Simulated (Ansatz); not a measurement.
Z-matrix (Å, degrees):
```
C
B 1 1.528
O 1 1.481 2 52.7
H 1 1.086 2 122.0 3 95.9
H 1 1.086 2 122.0 3 -95.9
In 2 2.231 1 158.2 3 -180.0
H 6 1.725 2 121.2 1 -88.8
H 6 1.725 2 121.2 1 88.8
```

Total charge 0; spin multiplicity 1. In: def2 effective core potential.

**Question.** List the CAM-B3LYP/def2-TZVPP orbital energies in eV (the Gaussian-basis code of Ansatz). (Best estimate.)

**Answer.** Computed: Occupied: -523.29, -279.78, -186.46, -129.30, -86.07, -85.71, -85.71, -31.07, -23.01, -22.80, -22.79, -22.73, -22.67, -20.00, -15.64, -14.79, -14.26, -13.18, -10.63, -10.36, -9.56, -8.69. Lowest empty: -1.21, 0.31, 1.29, 1.70, 1.99, 2.29, 2.56, 2.91.
